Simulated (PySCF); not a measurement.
# Structure from 2D NMR

Compound of formula C$_{5}$H$_{10}$FNSi$_{2}$. Correlations simulated from computed shifts and the bond graph:

HSQC (one-bond C–H):
| δH | δC |
| --- | --- |
| 7.49 | 168.6 |
| 2.01 | 7.5 |
| 0.58 | -7.6 |

COSY cross peaks (H two or three bonds apart, from the bond graph; peaks can be absent where the dihedral angle is near 90°):
| δH | δH |
| --- | --- |
| 4.45 | 4.33 |
| 4.45 | 2.01 |
| 4.45 | 0.58 |
| 4.33 | 2.01 |
| 4.33 | 0.58 |
| 4.14 | 2.01 |

HMBC (two and three bonds, from the bond graph):
| δH | δC |
| --- | --- |
| 7.49 | 122.7, 108.4, 7.5 |
| 4.45 | 108.4, 7.5, -7.6 |
| 4.33 | 108.4, 7.5, -7.6 |
| 4.14 | 108.4, 7.5 |
| 2.01 | 168.6, 122.7, 108.4, -7.6 |
| 0.58 | 7.5 |

Carbons without hydrogens: δ 122.7, 108.4.

Method: coordinates at the GFN2-xTB level, σ from GIAO-PBE0/pcSseg-1, in PySCF (fast rotation and ring inversion assumed for equivalent nuclei, no relativistic terms, one computed conformer, in vacuum).

Referencing at the same level of theory: $^{1}$H (σ = 31.72 ppm) and $^{13}$C (σ = 186.93 ppm) vs TMS.

Exchangeable hydrogens are left out of these lists.

Question: Work out the connectivity.

Answer: SMILES N#C/C([C@@H]([SiH2]C)[SiH3])=C/F.

Structure with atom numbers: `[CH3:1][SiH2:2][C@@H:3]([SiH3:4])/[C:5]([C:6]#[N:7])=[CH:8]\[F:9]`; H(Xn) means a hydrogen on atom n. Ha(Si2) is pro-R; Hb(Si2) is pro-S.

- δC 168.6 is C8, an alkene CH (δH 7.49).
- δC 122.7 is C6, a nitrile carbon.
- δC 108.4 is C5, a fully substituted alkene carbon.
- δC 7.5 is C3, an allylic sp3 CH bonded to 2 Si (δH 2.01).
- δC -7.6 is C1, a methyl carbon bonded to Si (δH 0.58).
- HMBC from δH 7.49 reaches the proton-free carbons C6, C5.
- HMBC from δH 4.45 reaches the proton-free carbon C5.
- HMBC from δH 4.33 reaches the proton-free carbon C5.
- HMBC from δH 4.14 reaches the proton-free carbon C5.
- COSY links 4.45–4.33, 4.45–2.01, 4.45–0.58, 4.33–2.01, 4.33–0.58, 4.14–2.01.

This is the structure that produced the data.

Shifts are as computed. Against solution values, carbons near 30 ppm lie about +3 ppm off and those near 130 ppm about +5 ppm. Of 1211 compounds with measured shifts, 218 miss one by over three times the rms of a fit or turn the order of signals round; such compounds aren't used in these exercises.
